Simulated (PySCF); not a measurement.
C2H6Zn, SMILES [CH3][Zn][CH3].

Coordinates come from a B3LYP-D3(BJ)/def2-SVP optimisation. The isomer is the one that the SMILES or the coordinates give; other isomers of the formula were not compared.

Method: PBE/def2-TZVPD (PySCF).

Isolated molecule, no solvent.

```yaml
total_energy: -1858.85503 hartree
point_group: D3
highest_occupied_level: -6.04 eV
lowest_empty_level: -0.65 eV
orbital_gap: 5.38 eV
dipole_moment: 0.00 D
quadrupole, principal values (traceless, Buckingham form, about the centre of nuclear charge): -5.67, 2.84, 2.84 D·Å
mean_static_polarisability: 56.9 bohr³ (8.43 Å³)
polarisability_principal_values: 46.0, 46.0, 78.6 bohr³
```
